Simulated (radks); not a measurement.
Removal energies from the thulium ion Tm9+, [Kr] 4d10 4f8 5s2 5p4, by Delta-SCF beside the eigenvalue of the level emptied. Calculated with a radial shooting solver on a logarithmic mesh with Libxc functionals: scalar-relativistic Kohn-Sham, LDA (Slater exchange, Perdew-Wang correlation), spin-polarised, spherical densities, finite nucleus; Fermi nuclear charge, rms radius of each element as measured or else 0.836 A^(1/3) + 0.57 fm. Open shells are filled with parallel spins first.

removed from    final configuration  Delta-SCF (eV)  -eigenvalue (eV)
5p            [Kr] 4d10 4f8 5s2 5p3          170.88            162.20
4f            [Kr] 4d10 4f7 5s2 5p4          184.98            170.24
5s            [Kr] 4d10 4f8 5s1 5p4          205.89            196.37
4d             [Kr] 4d9 4f8 5s2 5p4          359.55            344.12
